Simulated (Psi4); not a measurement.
F2Si, triplet, at a GFN2-xTB geometry (the spin is typed, not shown lowest). Base run: HF/6-31G** run with Psi4.

Here is a job for Psi4.
```
memory 2 GB

molecule {
0 3
  Si   -0.03269801   -0.01543688    0.55306998
  F     1.10572363   -0.70625359   -0.38634522
  F    -1.05486006    0.73026650   -0.47398585
}

set basis 6-31g**
set reference uhf

energy('scf')
print_variables()
```

Variants of this job, named by their change:

```
change                                        ΔE vs base (µEh)  SCF cycles  basis functions
--------------------------------------------  ----------------  ----------  ---------------
base                                                       0.0           9               49
scf_type = cd                                            -78.1           9               49
df_basis_scf = cc-pvtz-jkfit                              -146           9               49
level_shift = 1.0                                          0.0           9               49
guess = sapgau                                             0.0          10               49
ints_tolerance = 1e-8                                      0.0           9               49
scf_type = dfdirj+link                                    -310           9               49
guess = huckel                                             0.0          10               49
cholesky_tolerance = 1e-3 (with scf_type cd)              5450           9               49
e_convergence = 1e-4                                       0.0           9               49
puream = false                                             0.0           9               49
d_convergence = 1e-4                                       0.0           7               49
scf_type = out_of_core                                    -282           9               49
```

Open shells are given as the SCF converged; they aren't shown to be the lowest states, and a large step between rows can be another state.
